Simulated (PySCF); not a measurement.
Magnetisability: `Fc1cccpc1`, C5H4FP

Geometry:
```tsv
atom	x (Å)	y (Å)	z (Å)
F1	-2.522	0.614	-0.034
C2	-1.246	0.160	-0.016
C3	-0.241	1.113	-0.021
C4	1.094	0.747	-0.004
C5	1.522	-0.565	0.020
P6	0.497	-1.964	0.032
C7	-1.059	-1.202	0.005
H8	-0.523	2.154	-0.039
H9	1.836	1.534	-0.010
H10	2.588	-0.755	0.034
H11	-1.938	-1.833	0.007
```

Theory: GIAO wB97X-D/pcSseg-1 magnetisability, rotational g tensor and spin-rotation constants, non-relativistic, gas phase (PySCF 2.14.0). Geometry: GFN2-xTB.

(1) What are the magnetisability and the molar susceptibility?

(2) Split it along the inertial axes a, b, c into diamagnetic and paramagnetic parts about the centre of mass, with the quadrupole moment.

(3) And the rotational g tensor?

Results:

(1) Isotropic -1122 × 10⁻³⁰ J/T², or -67.6 × 10⁻⁶ cm³/mol; principal values -1854, -781, -732 × 10⁻³⁰ J/T², anisotropy 1098 × 10⁻³⁰ J/T² (root of half the summed squared differences of the principal values). The susceptibility is in cgs units.

(2) 
```csv
axis,χ (10⁻⁶ cm³/mol),diamagnetic (10⁻⁶ cm³/mol),paramagnetic (10⁻⁶ cm³/mol),summed x² of all electrons (Å²),quadrupole Θ (D Å)
a,-46.6,-377.4,330.8,136.2,-3.99
b,-44.5,-621.8,577.3,78.6,+7.78
c,-111.6,-911.3,799.7,10.4,-3.79
```
Anisotropies 2χaa − χbb − χcc = +62.9 and 2χbb − χaa − χcc = +69.2 × 10⁻⁶ cm³/mol. Θ is traceless in Buckingham's convention.

(3) 
| axis | rotational constant (GHz) | g | nuclear part | electronic part |
| --- | --- | --- | --- | --- |
| a | 4.1097 | -0.0665 | 0.5721 | -0.6386 |
| b | 2.0227 | -0.0413 | 0.5073 | -0.5486 |
| c | 1.3556 | +0.0194 | 0.5286 | -0.5093 |

Asymmetric top; isotopes 12C, 19F, 1H, 31P; no vibrational averaging.
